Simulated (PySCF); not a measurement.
## What settings do to a single point of [Ce(H2S)3]3+

The sound run of [Ce(H2S)3]3+ (singlet in the valence; each metal's 4f electrons, 1 of them, lie in its core potential, out of spins and levels; a saddle point, relaxed within its symmetry) uses PySCF 2.14.0, RKS PBE0, Ce lcecp-1-SVP with ECP47, S def2-SVP, H def2-SVP; non-relativistic Hamiltonian with scalar-relativistic core potentials where named; density fitting; no spin-orbit coupling, grid (50, 194), threshold 1e-8 Eh and 55 cycles, at the relaxed geometry:

```xyz
10

Ce    0.1070   -0.0830    0.9006
S     2.7761   -0.0467   -0.3867
H     3.7220   -0.0148    0.5982
H     3.0760   -1.2983   -0.8432
S    -1.3930    2.2868   -0.0504
H    -1.7086    3.0711    1.0224
H    -0.5224    3.1632   -0.6307
S    -1.5790   -2.4203    0.2116
H    -2.8915   -2.0604    0.3200
H    -1.5863   -2.5977   -1.1418
```

There Ce1 has a Mulliken charge of 1.72 e and the dipole about the centre of mass is 0.97 D. Each run below changes one thing and starts from free metal ions and neutral atoms unless it says otherwise; with 55 cycles, smearing, a level shift and second-order steps follow where DIIS fails, and their cycles count. Energy shifts count from the sound run. On f atoms grids over 110 angular points are at least (60, 302).

```
                                               change    outcome  cycles  energy shift (eV)  largest force component (eV/Å)  charge on Ce1 (e)  dipole about the centre of mass (D)
                                       grid (99, 590)  converged      11            -0.0005                            0.02               1.72                                 0.97
               H6 put 0.8 Å from Ce1, limit 75 cycles  converged      16              45.24                          147.21               2.04                                 1.44
start from the bare core Hamiltonian, limit 73 cycles  converged      15             0.0000                            0.02               1.72                                 0.97
```

(1) How does the run with this change end: all coordinates × 0.94?

Unsound on purpose, so not properties of the compound: H6 put 0.8 Å from Ce1, limit 75 cycles.

Forces carry noise of the integration grid, about 0.01 to 0.03 eV/Å.

An lcecp potential fixes the number of 4f electrons, so in runs with it no electron can move into or out of that shell.

Results:

(1) outcome converged, cycles 10, energy shift (eV) 0.86, largest force component (eV/Å) 2.52, charge on Ce1 (e) 1.64, dipole about the centre of mass (D) 0.81.
